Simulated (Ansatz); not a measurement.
Gas-phase electronic energies from Ansatz, PBE0-D4/def2-TZVP geometries. CBS: MP2 limit from def2 TZ/QZ plus the TZ coupled-cluster correction, frozen cores. This one scheme is used for every species. DFT in def2-TZVPP. B3LYP here is the variant with VWN-RPA as its local correlation; programs differ in this. def2 core potentials past Kr. For Nb outer-core shells are correlated without core-valence functions, which leaves a few kJ/mol of doubt a bond. One conformer a species, not always the lowest.

Reaction (ligand exchange at the Nb–Cl bond): `[OH][Nb]([OH])([Cl])([Cl])[Cl]` + CH₃OH → `C[O][Nb]([OH])([OH])([Cl])[Cl]` + HCl

| level | ΔE (kJ/mol) | difference from CCSD(T)/CBS |
| --- | --- | --- |
| PBE-D4 | -10.0 | 5.2 |
| r2SCAN-D4 | -12.0 | 3.2 |
| PBE0-D4 | -9.2 | 6.0 |
| B3LYP-D4 | -14.2 | 1.0 |
| ωB97M-V | -14.7 | 0.5 |
| B2PLYP | -12.9 | 2.3 |
| PBE | -7.7 | 7.5 |
| PBE0 | -7.0 | 8.2 |
| B3LYP | -11.0 | 4.2 |
| HF/def2-TZVPP | -14.7 | 0.5 |
| MP2/def2-TZVPP | -13.2 | 2.0 |
| SCS-MP2/def2-TZVPP | -15.2 | 0.0 |
| CCSD/def2-TZVPP | -19.7 | -4.5 |
| MP2/def2-QZVPP | -11.1 | 4.1 |
| HF/CBS(def2) | -13.6 | 1.6 |
| MP2/CBS(def2) | -10.1 | 5.1 |
| CCSD(T)/CBS | -15.2 | 0 |

Largest T1 diagnostic among the species: 0.021, so the coupled-cluster value is less sure than usual.

The D4 term adds −3.2 kJ/mol with B3LYP and −2.1 kJ/mol with PBE0; it sums over pairs of atoms, weighted by their polarisabilities, and B3LYP, whose exchange is more repulsive, gets the larger term.
